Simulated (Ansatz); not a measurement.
Cartesian coordinates in Å:
```
C 1.166 -1.049 -0.054
O -0.243 -0.927 -0.079
Si -1.106 0.342 0.473
S -0.385 2.094 -0.534
Cl -3.061 -0.104 0.022
H 1.440 -1.847 -0.744
H 1.657 -0.123 -0.367
H 1.512 -1.314 0.948
H -0.980 2.927 0.335
```

Charge 0, multiplicity 2.

List the ωB97M-V/def2-TZVPP orbital energies in eV (Ansatz). (Estimate.)

The calculation gave: α occupied: -2771.92, -2427.09, -1808.85, -526.74, -283.12, -262.32, -221.08, -199.81, -199.67, -199.66, -164.18, -164.15, -164.01, -149.69, -103.87, -103.79, -103.78, -31.81, -25.90, -23.53, -22.44, -17.78, -15.90, -15.75, -15.04, -14.07, -12.96, -12.55, -11.79, -11.70, -11.50, -10.17, -7.91. α empty: 2.02, 2.23, 2.71, 3.05, 3.42, 4.62, 4.95, 5.27. β occupied: -2771.89, -2427.06, -1808.76, -526.66, -283.13, -262.30, -221.05, -199.74, -199.65, -199.64, -164.16, -164.06, -163.98, -149.58, -103.73, -103.71, -103.63, -31.67, -25.77, -23.37, -22.40, -17.55, -15.82, -15.65, -14.72, -13.91, -12.67, -12.30, -11.71, -11.39, -11.28, -10.06. β empty: -1.07, 2.10, 2.44, 2.98, 3.13, 3.58, 4.62, 5.03. ⟨S²⟩ = 0.752.
